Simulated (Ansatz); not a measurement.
Cost and result for the atomization energy of CH$_{3}$BrOSi, SMILES `CO[Si]Br` (7 atoms, 6 bonds).

Z-matrix (Å, degrees):
```
C
O 1 1.412
H 1 1.091 2 108.7
H 1 1.091 2 108.8 3 118.5
H 1 1.092 2 111.1 3 -120.8
Si 2 1.621 1 138.1 3 121.4
Br 6 2.297 2 103.3 1 0.0
```

Charge 0, multiplicity 1. Correlated methods include outer-core shells of Br, which these sets cover unevenly. Scalar relativity is left out up to krypton. All single points use the PBE0-D4/def2-TZVP geometry. It is one conformer, not always the lowest. Program: Ansatz. All runs use 2 threads of a server CPU on a shared host. Times are those of one run each, without the atoms' runs, and a repeat can differ threefold. Electronic energies, without spin–orbit coupling; frozen cores. CCSD(T)/CBS adds CCSD(T) − MP2 in def2-TZVPP to the MP2 limit, and its time is that of the two runs behind it. T1 = 0.012. With those shells the extrapolation isn't a true limit. B3LYP takes the VWN-RPA correlation (the form of Gaussian; ORCA's B3LYP/G).

CCSD(T)/CBS is a level of theory with its own doubt, some kJ/mol a heavy atom from the limit and from the frozen cores, so smaller differences don't rank the functionals.

| level | functions | wall time |
| --- | --- | --- |
| LDA (SPW92)/def2-TZVPP | 194 | 1.6 s |
| revPBE-D4/def2-TZVPP | 194 | 2.8 s |
| BLYP-D4/def2-TZVPP | 194 | 3 s |
| CAM-B3LYP-D4/def2-TZVPP | 194 | 4.8 s |
| CCSD(T)/def2-SVP | 93 | 6 s |
| B3LYP-D4/def2-TZVPP (with forces) | 194 | 6.5 s |
| r2SCANh-D4/def2-TZVPP | 194 | 8 s |
| ωB97X-V/def2-TZVPP | 194 | 11 s |
| B97M-V/def2-TZVPP | 194 | 15 s |
| ωB97M-V/def2-TZVPP (with forces) | 194 | 15 s |
| MP2/def2-QZVPP | 363 | 25 s |
| CCSD(T)/def2-TZVPP | 194 | 2 min |
| CCSD(T)/CBS(def2) | – | 2.4 min |

Task: What atomization energy does each give, and how far from CCSD(T)/CBS? (Best estimate.)

Result: Computed: 
```csv
level,atomization (kcal/mol),difference from CCSD(T)/CBS,per bond
LDA (SPW92)/def2-TZVPP,699.6,92.1,15.4
revPBE-D4/def2-TZVPP,602.3,-5.2,-0.9
BLYP-D4/def2-TZVPP,606.8,-0.7,-0.1
CAM-B3LYP-D4/def2-TZVPP,605.9,-1.6,-0.3
CCSD(T)/def2-SVP,564.0,-43.5,-7.3
B3LYP-D4/def2-TZVPP (with forces),604.5,-3.0,-0.5
r2SCANh-D4/def2-TZVPP,601.6,-5.9,-1.0
ωB97X-V/def2-TZVPP,606.0,-1.5,-0.3
B97M-V/def2-TZVPP,606.2,-1.3,-0.2
ωB97M-V/def2-TZVPP (with forces),608.5,1.0,0.2
MP2/def2-QZVPP,613.6,6.1,1.0
CCSD(T)/def2-TZVPP,588.0,-19.5,-3.3
CCSD(T)/CBS(def2),607.5,0.0,0.0
```

In def2-TZVPP, CCSD(T) changes the Hartree–Fock value by +157.5 kcal/mol (the triples alone add +11.0 kcal/mol) and MP2 by +171.6 kcal/mol; breaking electron pairs costs correlation energy, which Hartree–Fock lacks. From BLYP to BHLYP (50 % exact exchange), in def2-TZVPP and without D4, the atomization energy moves by −20.1 kcal/mol: exact exchange takes away binding that semilocal exchange gives to molecules. At CCSD(T), def2-SVP lies −43.6 kcal/mol from the extrapolated value and def2-TZVPP −19.5 kcal/mol: correlation converges slowly with the basis, and small sets miss more of it in the bonded molecule than in its fragments.
